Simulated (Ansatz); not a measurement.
`ClC1=C(Br)C1`. Charge 0, multiplicity 1. Geometry: relaxed with PBE0-D4/def2-TZVP.

```xyz
7

Cl   -0.854   -2.184   -0.855
C    -0.264   -0.703   -0.356
C     0.278    0.434   -0.617
Br    0.974    1.630   -1.814
C    -0.033    0.182    0.831
H     0.781   -0.049    1.520
H    -0.881    0.690    1.292
```

**Question.** What is the dipole moment at PBE/def2-TZVPP? (Estimate.)

**Answer.** Computed: 0.53 D, with components (-0.03, 0.10, 0.52) D in this frame, pointing from negative to positive charge.

**Question.** And with r2SCAN, B3LYP, ωB97M-V? (An estimate is asked.)

**Answer.** Computed: r2SCAN 0.61 D, B3LYP 0.58 D, ωB97M-V 0.56 D.

**Question.** Give the Mulliken charges with PBE, r2SCAN, ωB97M-V in def2-TZVPP. (An estimate is asked.)

**Answer.** Ansatz gave: 
```
atom    PBE  r2SCAN  ωB97M-V
 Cl1  -0.02   -0.03     0.00
  C2   0.01    0.02     0.01
  C3  -0.02   -0.04    -0.06
 Br4   0.04    0.03     0.06
  C5  -0.17   -0.10    -0.22
  H6   0.08    0.06     0.10
  H7   0.08    0.06     0.10
```

B3LYP here is the variant with VWN-RPA as its local correlation; programs differ in this.
